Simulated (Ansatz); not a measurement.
Ansatz results at the PBE0-D4/def2-TZVP geometry: HOMO–LUMO gap (PBE0/def2-TZVPP) 5.08 eV; HOMO–LUMO gap (B3LYP/def2-TZVPP) 4.71 eV; LUMO energy (ωB97M-V/def2-TZVPP) 1.04 eV.

Each molecule was computed in one conformer, which needn't be the lowest.

Question: Which molecule gave them?
A. `C[CH2][SbH2]`
B. `C[CH2][Sb]([SiH3])[N](C)C`
C. `[SiH3][Sb]([SiH3])[Cl]`
D. `C[CH2][SbH][SiH3]`

Answer: B. The others give `C[CH2][SbH][SiH3]`: 6.36, 5.98, 1.15; `[SiH3][Sb]([SiH3])[Cl]`: 5.22, 4.84, -0.10; `C[CH2][SbH2]`: 6.71, 6.30, 1.37.

B3LYP here is the variant with VWN-RPA as its local correlation; programs differ in this.
